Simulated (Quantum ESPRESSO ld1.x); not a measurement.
Tm, 69 electrons, occupied as [Xe] 4f13.5 6s1.5 (fractional occupations, a model configuration). Method: scalar-relativistic Kohn-Sham, LDA (Slater exchange, Perdew-Wang correlation), spin-polarised, spherical densities, point nucleus; open shells are filled with parallel spins first; computed with ld1.x of Quantum ESPRESSO 7.5. Some entries of the table are withheld. Estimate them.

orbital  occ.  eigenvalue (eV)  r(max) (bohr)
1s up       1         -59236.1          0.013
1s down     1         -59236.1          0.013
2s up       1         -9992.45          0.072
2s down     1         -9992.44          0.072
2p up       3         -8825.64          0.059
2p down     3         -8825.63          0.059
3s up       1         -2242.59          0.203
3s down     1         -2242.36          0.203
3p up       3         -1889.31          0.200
3p down     3         -1889.09          0.200
3d up       5         -1452.41          0.164
3d down     5         -1452.24          0.164
4s up       1         -438.632          0.463
4s down     1         -438.190          0.463
4p up       3         -322.522          0.486
4p down     3         -322.088          0.486
4d up       5         -168.360          0.501
4d down     5         -167.936          0.501
5s up       1         -51.3098           1.09
5s down     1         -51.0894           1.09
5p up       3         -25.1360            (1)
5p down     3         -24.9509            (2)
6s up       1          -3.6898            (3)
6s down   0.5          -3.4105            (4)
4f up       7          -0.5336          0.497
4f down   6.5          -0.1623          0.497

Answer. 
(1) 5p up r(max) (bohr): 1.26
(2) 5p down r(max) (bohr): 1.26
(3) 6s up r(max) (bohr): 3.37
(4) 6s down r(max) (bohr): 3.39
